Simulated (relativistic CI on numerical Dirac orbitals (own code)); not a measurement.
## Cr⁺: K-beta X-ray emission

Computed with this model: Dirac-Coulomb-Breit CI, separate exchange-only KLI orbitals for each configuration, a model potential for QED, multiplet model of X-ray emission after core ionisation, unscaled Slater integrals; configurations [Ar] 3d5 → 1s 2s2 2p6 3s2 3p6 3d5 → [Ne] 3s2 3p5 3d5; 300 K; Lorentzian 1.6 eV and Gaussian 1 eV FWHM. Energies are those of the free ion, without screening or charge transfer. S is read from ⟨S²⟩ = S(S + 1).

free ion: ground-state S = 2.50, centroid 5942.86 eV. Peaks (eV, height): 5928.2 (48), 5946.0 (32), 5949.0 (100).

Strongest unbroadened transitions for free ion:

```tsv
Energy (eV)	Relative strength
5928.10	50.6
5928.36	20.0
5928.40	16.6
5928.44	0.9
5928.56	21.5
5929.45	0.4
5941.11	0.6
5941.16	0.8
5941.47	0.4
5945.62	0.5
5945.68	24.3
5945.83	0.4
5945.89	17.2
5946.04	10.6
5948.67	55.0
5949.00	77.1
5949.06	0.3
5949.40	100.0
```
